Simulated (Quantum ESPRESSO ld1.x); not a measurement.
These are the eigenvalues of the occupied orbitals of an atom or ion with whole-number occupations (eV). Calculated with ld1.x of Quantum ESPRESSO 7.5: Dirac Kohn-Sham, relativistic LDA (MacDonald-Vosko exchange, VWN5 correlation), spin-unpolarised, spherical densities, point nucleus.

| orbital | eigenvalue |
|---|---|
| 1s1/2 | -17722.7 |
| 2s1/2 | -2458.22 |
| 2p1/2 | -2254.01 |
| 2p3/2 | -2168.83 |
| 3s1/2 | -402.313 |
| 3p1/2 | -325.817 |
| 3p3/2 | -312.228 |
| 3d3/2 | -176.280 |
| 3d5/2 | -173.787 |
| 4s1/2 | -54.3065 |
| 4p1/2 | -33.6363 |
| 4p3/2 | -31.8409 |
| 5s1/2 | -4.5648 |
| 4d3/2 | -3.7963 |

Which element is it, and in what charge state? The configuration may be excited. Open shells, if any, fill j = l - 1/2 first.

Answer. Z = 40, zirconium, charge 0: Zr in [Kr] 4d2 5s2. The list shows which subshells hold electrons but not how many an open one holds; the 1s level, -651.3 hartree, gives Z - s = 36.1 by -(Z - s)^2/2, which with screening and relativity narrows Z to a few neighbours, and the depths of the outer levels then fix element, charge and occupations together.
